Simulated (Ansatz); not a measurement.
Geometry optimisation, Ansatz, RHF/def2-SVP.

The input (input.yaml):

```yaml
crystal:
  periodic: [false, false, false]
  atoms:
    - { symbol: Ge, position_ang: [0.0, 0.0, 0.0] }
    - { symbol: Ge, position_ang: [0.0, 0.0, 2.75] }
    - { symbol: H, position_ang: [-1.3958, -0.4318, 3.2674] }
    - { symbol: H, position_ang: [1.0719, -0.9929, 3.2674] }
    - { symbol: H, position_ang: [0.324, 1.4247, 3.2674] }
    - { symbol: H, position_ang: [1.4616, 0.0, -0.5162] }
    - { symbol: H, position_ang: [-0.73, 1.2648, -0.5162] }
    - { symbol: F, position_ang: [-0.7913, -1.3709, -0.5594] }
    - { symbol: Br, position_ang: [-2.5623, 0.0, 0.8514] }
    - { symbol: H, position_ang: [-1.542, 0.0, 2.1674] }
basis:
  gaussian: { orbitals: def2-SVP }
hamiltonian:
  xc: hf
relax:
  f_tol: 0.15
  max_steps: 25
  restrain:
    - { distance: [0, 8], at: 3.6, k: 30.0 }
    - { distance: [9, 1], at: 2.75, k: 30.0 }
    - { distance: [0, 1], at: 2.4, k: 30.0 }
    - { distance: [9, 8], at: 1.55, k: 30.0 }
```

Launched with:

```bash
$ ansatz run input.yaml --threads 4 --pin off --max-ram 5120MiB --backend cpu --events-out ev --progress --plain --runs-dir out
```

**Question.** Where does it end, and by what steps?

**Answer.** The forces met the threshold. The restraints hold the end off the free minimum; the threshold counts their pulls, which the force column leaves out. Restrained pairs: Ge1–Br9 (2.70 → 3.61 Å), Ge2–H10 (1.65 → 2.76 Å), Ge1–Ge2 (2.75 → 2.42 Å), Br9–H10 (1.67 → 1.49 Å). After 17 steps the energy has fallen by 3.824 eV (the restraints' own energy left out); H10 moved furthest, 1.00 Å.

```json
{"step": "0", "energy less start (eV)": "0.0000", "largest force component (eV/Å)": "4.949", "accepted": "yes"}
{"step": "1", "energy less start (eV)": "-1.6114", "largest force component (eV/Å)": "2.830", "accepted": "yes"}
{"step": "2", "energy less start (eV)": "-2.0538", "largest force component (eV/Å)": "4.124", "accepted": "yes"}
{"step": "3", "energy less start (eV)": "-2.5636", "largest force component (eV/Å)": "3.658", "accepted": "yes"}
{"step": "4", "energy less start (eV)": "-3.4487", "largest force component (eV/Å)": "1.824", "accepted": "yes"}
{"step": "5", "energy less start (eV)": "-3.7336", "largest force component (eV/Å)": "1.535", "accepted": "yes"}
{"step": "6", "energy less start (eV)": "-3.7713", "largest force component (eV/Å)": "1.516", "accepted": "yes"}
{"step": "7", "energy less start (eV)": "-3.7714", "largest force component (eV/Å)": "1.552", "accepted": "no"}
{"step": "8", "energy less start (eV)": "-3.7790", "largest force component (eV/Å)": "1.513", "accepted": "yes"}
{"step": "9", "energy less start (eV)": "-3.7791", "largest force component (eV/Å)": "1.580", "accepted": "yes"}
{"step": "10", "energy less start (eV)": "-3.7866", "largest force component (eV/Å)": "1.548", "accepted": "yes"}
{"step": "11", "energy less start (eV)": "-3.7956", "largest force component (eV/Å)": "1.489", "accepted": "yes"}
{"step": "12", "energy less start (eV)": "-3.7956", "largest force component (eV/Å)": "1.468", "accepted": "yes"}
{"step": "13", "energy less start (eV)": "-3.8068", "largest force component (eV/Å)": "1.374", "accepted": "yes"}
{"step": "14", "energy less start (eV)": "-3.8259", "largest force component (eV/Å)": "1.181", "accepted": "yes"}
{"step": "15", "energy less start (eV)": "-3.8296", "largest force component (eV/Å)": "1.161", "accepted": "yes"}
{"step": "16", "energy less start (eV)": "-3.7679", "largest force component (eV/Å)": "1.816", "accepted": "no"}
{"step": "17", "energy less start (eV)": "-3.8243", "largest force component (eV/Å)": "1.239", "accepted": "yes"}
```

```xyz
10
Properties=species:S:1:pos:R:3
Ge 0.222 -0.011 0.174
Ge 0.201 -0.003 2.590
H -0.840 -1.018 3.095
H 1.577 -0.430 3.127
H -0.153 1.387 3.141
H 1.604 -0.365 -0.393
H -0.307 1.251 -0.501
F -0.811 -1.327 -0.306
Br -3.190 0.704 1.109
H -2.466 -0.295 1.944
```

Run time: 71 s on 4 threads of Arm Neoverse N1 (shared host), peak memory 0.44 GiB.
